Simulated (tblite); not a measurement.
C₃H₇FOSi.
Z-matrix (Å and degrees, GFN2-xTB geometry), rows numbered from 1:
```
F 
Si  1  1.6111
C   2  1.8982  1  112.78
C   3  1.5314  2  101.09  1   133.95
C   4  1.5327  3  107.18  2   -33.09
O   5  1.4134  4  109.40  3    36.31
H   2  1.4441  1  106.42  3  -134.89
H   3  1.0860  2  116.41  1  -105.67
H   3  1.0911  2  110.42  1    17.04
H   4  1.0898  3  112.78  2  -155.09
H   4  1.0913  3  109.00  2    84.37
H   5  1.0951  4  110.73  3   -82.80
H   5  1.0925  4  111.96  3   155.76
```

Computed with GFN2-xTB (tblite): harmonic, unscaled wavenumbers at the GFN2-xTB geometry, gas phase. This tight-binding method is rough: wavenumbers can miss measured ones by several per cent, in bad cases by 10 to 20. Modes of hydrogen on silicon can be 10 to 20 % off. One conformer, not necessarily the lowest.

Harmonic wavenumbers (cm⁻¹): 91.9, 174.2, 209.2, 264.9, 419.2, 555.8, 591.6, 678.4, 719.2, 770.7, 815.1, 866.9, 881.2, 943.9, 987.0, 1055.8, 1099.9, 1147.7, 1164.2, 1216.9, 1259.4, 1312.5, 1323.8, 1471.9, 1482.9, 1493.3, 2430.1, 2922.0, 2962.5, 2976.3, 2988.0, 2998.6, 3036.9.

A = 5426, B = 2442, C = 1958 MHz; mass 106.025 u (most abundant isotopes); point group C1, symmetry number 1.

**Question.** Zero-point energy?

**Answer.** ½Σν̃ = 21656 cm⁻¹ = 61.92 kcal/mol.

**Question.** Entropy at 500 K, 1 bar (ideal gas, RRHO, classical rotation)?

**Answer.** Translation 42.49, rotation 28.46, vibration 26.08: S = 97.0 cal/(mol K).

**Question.** And Cp and H(500 K) − H(0)?

**Answer.** Cp = 38.97 cal/(mol K), of which vibrations give 31.02 (their classical limit is 33 R = 65.6); H(500 K) − H(0) = 11.34 kcal/mol without the zero-point energy, 7.37 from vibrations.

**Question.** Blend soft modes into free rotors: weight 1/[1 + (100 cm⁻¹/ν̃)⁴] for the oscillator and the rest for a rotor with moment μB/(μ + B), μ = h/(8π²ν), B = 10⁻⁴⁴ kg m². What vibrational entropy results?

**Answer.** 25.31 cal/(mol K) in place of 26.08, which changes −T·S at 500 K by +0.38 kcal/mol.

**Question.** Which modes carry the vibrational entropy at 500 K?

**Answer.** 91.9 cm⁻¹: 4.64; 174.2 cm⁻¹: 3.38; 209.2 cm⁻¹: 3.03; 264.9 cm⁻¹: 2.57; 419.2 cm⁻¹: 1.73; 555.8 cm⁻¹: 1.25 cal/(mol K); the other 27 give 9.48 together.

**Question.** How do the functions run with temperature in this model?

**Answer.** 
```tsv
T (K)	S (cal/(mol K))	Cp (cal/(mol K))	H − H(0) (kcal/mol)	G − H(0) (kcal/mol)	ln q(vib)
150	66.7	15.6	1.70	-8.31	1.00
250	76.2	22.2	3.57	-15.47	2.21
298.15	80.4	25.8	4.73	-19.24	2.84
400	89.0	33.0	7.73	-27.87	4.25
600	104.6	43.8	15.49	-47.26	7.20
900	124.4	53.8	30.26	-81.70	11.63
```

q(vib) and H(0) count from the zero-point level.

**Question.** What must be added to the electronic energy to get the Gibbs energy at 500 K and 1 bar?

**Answer.** ZPE + [H(500 K) − H(0)] − T·S = 61.92 + 11.34 − 48.51 = 24.75 kcal/mol.

Hindered rotation and anharmonicity are outside this model. Other conformers, if any are populated, would add a mixing term that is left out. The structure is chiral; the term R ln 2 for an equal mix with its mirror image is left out.
